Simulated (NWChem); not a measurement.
# CH4CdS; SMILES C[S][CdH]

```xyz
7

Cd    -0.0247    -0.8622    -0.0001
H     -0.4704    -2.4709     0.0027
S      0.6690     1.3897     0.0000
C     -0.9015     2.3268     0.0000
H     -1.5047     2.1348    -0.8983
H     -0.6266     3.3911     0.0018
H     -1.5066     2.1322     0.8965
```
Atoms are numbered in this order, from 1.

Computed with NWChem. Geometry: optimised at PBE0/def2-SVP. Not confirmed as a minimum by frequencies. def2 effective core potentials on Cd; no spin-orbit coupling. Ions are spin-unrestricted doublets at the neutral geometry; other ion states weren't tried.

For level PBE0/def2-SVP:

```yaml
"−ε(HOMO) (eV)": 6.38
```

How do the values read with level PBE/def2-SVP instead?


- −ε(HOMO) (eV) = 5.22
